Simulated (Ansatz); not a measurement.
Geometry optimisation, Ansatz 0.2.0, RKS B3LYP/cc-pVDZ.

Input:

```yaml
crystal:
  periodic: [false, false, false]
  atoms:
    - { symbol: C, position_ang: [0.0461, 1.2336, 0.0775] }
    - { symbol: Si, position_ang: [-0.3563, -0.4056, 0.7301] }
    - { symbol: F, position_ang: [0.5048, -0.6312, 2.0294] }
    - { symbol: P, position_ang: [0.2815, -1.9179, -0.7802] }
    - { symbol: H, position_ang: [-0.5785, 1.4722, -0.8594] }
    - { symbol: H, position_ang: [-0.2595, 2.0672, 0.7955] }
    - { symbol: H, position_ang: [1.0838, 1.4019, -0.1776] }
    - { symbol: H, position_ang: [-1.75, -0.5398, 1.0628] }
    - { symbol: H, position_ang: [-0.3966, -1.2939, -1.851] }
    - { symbol: H, position_ang: [1.5078, -1.4377, -1.0243] }
basis:
  gaussian: { orbitals: cc-pVDZ }
hamiltonian:
  xc: b3lyp
relax:
  f_tol: 0.015
  max_steps: 40
```

Launched with:

```bash
$ ansatz run input.yaml --threads 1 --pin off --max-ram 2048MiB --backend cpu --events-out ev --progress --plain --runs-dir out
```

Question: Where does it end, and by what steps?

Answer: The forces met the threshold. After 11 steps the energy has fallen by 0.494 eV; H9 moved furthest, 0.28 Å.

```tsv
step	energy less start (eV)	largest force component (eV/Å)	accepted
0	0.0000	2.863	yes
1	-0.3364	1.385	yes
2	-0.4707	0.549	yes
3	-0.4884	0.195	yes
4	-0.4910	0.038	yes
5	-0.4923	0.018	yes
6	-0.4634	0.401	no
7	-0.4930	0.020	yes
8	-0.4934	0.059	yes
9	-0.4934	0.059	no
10	-0.4937	0.018	yes
11	-0.4938	0.005	yes
```

```xyz
10
Properties=species:S:1:pos:R:3
C 0.042 1.361 0.094
Si -0.328 -0.389 0.666
F 0.485 -0.630 2.093
P 0.320 -2.067 -0.739
H -0.513 1.588 -0.832
H -0.262 2.088 0.866
H 1.117 1.494 -0.106
H -1.785 -0.566 0.954
H -0.491 -1.550 -1.808
H 1.498 -1.379 -1.186
```

Run time: 44 s on 1 CPU thread of a shared host.
